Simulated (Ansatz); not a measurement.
Job for Ansatz (a first-principles code): R-CAM-B3LYP/def2-TZVPP on Cl2 (SMILES ClCl).

Ansatz 0.2 input:
```yaml
crystal:
  periodic: [false, false, false]
  atoms:
    - {symbol: Cl, position_ang: [0.00000000, 0.00000000, 1.00675153]}
    - {symbol: Cl, position_ang: [-0.00000000, -0.00000000, -1.00675153]}
basis:
  gaussian:
    orbitals: def2-TZVPP
hamiltonian:
  xc: {name: CAM-B3LYP}
scf: {lower_state_search: off}
```

Output:

```
WARN ansatz: RAYON_NUM_THREADS=1 ignored (pool sized by the plan → 1); use --threads N
Functional definition: CAM-B3LYP
these checks for a lower state are left out or cut short: stability, starts, cluster_reference, orbital_swaps, neighbouring_geometries, increment
integrals: 0.02 GiB planned
626 factors; their error is unknown
integrals: 0.05 GiB planned
89 factors; integrals over basis functions are off by at most 5.5e-5 eV
mean field: 0.21 GiB planned
mean field evaluation 1: about -25045.5897 eV, gradient 1.1e1 eV
mean field evaluation 2: about -25045.7285 eV, gradient 8.1e0 eV
mean field evaluation 4: about -25045.8251 eV, gradient 2.3e-1 eV
mean field evaluation 8: about -25045.8698 eV, gradient 1.3e-3 eV
mean field -25045.86982629 eV, -920.4187394160 hartree, gradient 1.1e-6 eV, S^2 0.000000; 0 other end points of the search recorded, 0 dependent functions left out
reference -25045.86992042 eV, -920.4187428750 hartree; 17, 17 occupied and 67, 67 virtual orbitals, 626 factors
Total energy: -25045.86992042 eV, -920.4187428750 hartree
Checks for a lower state left out: stability, starts, cluster_reference, orbital_swaps, neighbouring_geometries, increment
```

The run converged.

Cost: roughly 0.8 core-seconds.
